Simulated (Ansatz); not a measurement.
Consider the isomerisation: `O[SiH2]OC[SiH3]` → `OC([SiH3])O[SiH3]`.

Computed with Ansatz on PBE0-D4/def2-TZVP structures; ΔE is electronic, products minus reactants. CCSD(T)/CBS is the MP2 limit (def2-TZVPP, def2-QZVPP) plus CCSD(T) − MP2 in def2-TZVPP, frozen cores. DFT in def2-TZVPP. Each species was taken in one conformer, which may not be the lowest.

| level | ΔE (kcal/mol) | difference from CCSD(T)/CBS |
| --- | --- | --- |
| r2SCAN-D4 | 38.1 | -1.3 |
| PBE0-D4 | 37.2 | -2.2 |
| PBE | 35.7 | -3.7 |
| r2SCAN | 38.1 | -1.3 |
| PBE0 | 37.3 | -2.1 |
| HF/def2-TZVPP | 40.4 | 1.0 |
| MP2/def2-TZVPP | 40.2 | 0.8 |
| SCS-MP2/def2-TZVPP | 39.5 | 0.1 |
| MP2/def2-QZVPP | 40.9 | 1.5 |
| CCSD/CBS(def2) | 40.0 | 0.6 |
| CCSD(T)/CBS | 39.4 | 0 |

Largest T1 diagnostic among the species: 0.013.

From PBE to PBE0 (25 % exact exchange), in def2-TZVPP and without D4, ΔE moves by +1.6 kcal/mol.
